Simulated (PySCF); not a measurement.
Isomers of C5H10OSSi, one GFN2-xTB conformer each. Single-point energies are computed at PBE0/pcSseg-1 (PySCF, gas phase, no added dispersion term), electronic only.

**Question.** Rank them by PBE0/pcSseg-1 energy, lowest first (kJ/mol).
A. `[CH:1]#[C:2][Si@H:3]([O:4][CH2:5][CH3:6])[S:7][CH3:8]` with C2–Si3–O4–C5 59°, Si3–O4–C5–C6 -162°, C2–Si3–S7–C8 -58°
B. `[CH3:1][CH2:2][C:3]#[C:4][Si@H:5]([OH:6])[S:7][CH3:8]` with C4–Si5–O6–H -87°, C4–Si5–S7–C8 -54°
C. `[CH2:1]=[CH:2][O:3][Si@@H:4]([CH3:5])[S:6][CH:7]=[CH2:8]` with C1–C2–O3–Si4 -3°, C2–O3–Si4–C5 -172°, O3–Si4–S6–C7 -172°, Si4–S6–C7–C8 -171°

**Answer.** B (0.0), C (16.5), A (68.3).

As drawn, the lowest has an O–H bond, which the highest lacks. GFN2-xTB itself gives, in the same order: 0.0, 12.5, 44.9. Both levels put the same isomer lowest; measured from each level's own lowest isomer, the values differ by up to 23.4 kJ/mol (C#C[Si@H](OCC)SC: 44.9 against 68.3).

**Question.** Which frontier levels, dipoles and rotational constants go with these structures?

**Answer.** 
```tsv
SMILES	HOMO (eV, PBE0/pcSseg-1)	LUMO (eV)	dipole (D)	A, B, C (MHz)
CCC#C[Si@H](O)SC	-6.73	-0.38	2.94	1909, 755.4, 577.2
C=CO[Si@@H](C)SC=C	-6.50	-0.04	1.41	2258, 893.3, 674.1
C#C[Si@H](OCC)SC	-6.78	-0.59	2.45	1966, 873.9, 658.8
```

**Question.** As an exercise, what shares would exp(−E/RT) give at 1000 K from these electronic energies alone (no entropy, no degeneracies)?

**Answer.** RT = 8.314 kJ/mol: CCC#C[Si@H](O)SC 87.9 %, C=CO[Si@@H](C)SC=C 12.0 %, C#C[Si@H](OCC)SC under 0.1 %.
